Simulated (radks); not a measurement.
Problem. The mean radii <r> (bohr) of the occupied orbitals of an atom or ion are listed with their occupations. Calculated with a radial shooting solver on a logarithmic mesh with Libxc functionals: scalar-relativistic Kohn-Sham, PBE, spin-unpolarised, spherical densities, finite nucleus; Fermi nuclear charge, rms radius of each element as measured or else 0.836 A^(1/3) + 0.57 fm.

orbital  occ.      <r>
1s          2  0.02151
2s          2  0.09151
2p          6  0.08090
3s          2   0.2394
3p          6   0.2381
3d         10   0.2166
4s          2   0.5389
4p          6   0.5695
4d         10   0.6142
5s          2    1.244
5p          6    1.408
4f          6   0.7467
6p          2    3.277

Name the element and its charge.

Solution. Z = 65, terbium, charge +3: Tb3+ in [Xe] 4f6 6p2. The 1s radius gives Z: for a bare nucleus <r> = (2 gamma + 1)/(2Z) with gamma = sqrt(1 - (Z/c)^2), 0.02124 bohr for Z = 65, and screening makes it slightly larger (0.02151 here). The occupations add up to 62, and the charge is Z minus that.
